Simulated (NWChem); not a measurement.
System: MgF2 cation, doublet; SMILES of the neutral closed-shell parent [Mg]([F])[F]

```xyz
3

Mg     0.0000     0.0000    -0.0012
F      1.8296     0.0000    -0.0125
F     -1.8296     0.0000    -0.0125
```
Atoms are numbered in this order, from 1.

Level: PBE0-D3(BJ)/def2-TZVP, spin-unrestricted (NWChem), optimised geometry, unscaled harmonic frequencies. This spin state was assumed; another may lie lower.

**Question.** List the harmonic frequencies with IR intensities, and the thermochemistry.

**Answer.** 
```csv
frequency (cm⁻¹),IR intensity (km/mol)
58,106.1
471,0.0
531,502.5
```

```
Property                                                                            Value
-----------------------------------------------------------------------  ----------------
zero-point energy                                                            1.5 kcal/mol
thermal correction to the enthalpy at 298.15 K (with zero-point energy)      4.7 kcal/mol
heat capacity Cv                                                         10.4 cal/(mol K)
```

Rigid rotor and harmonic oscillator; modes under 100 cm⁻¹ make the entropy uncertain.
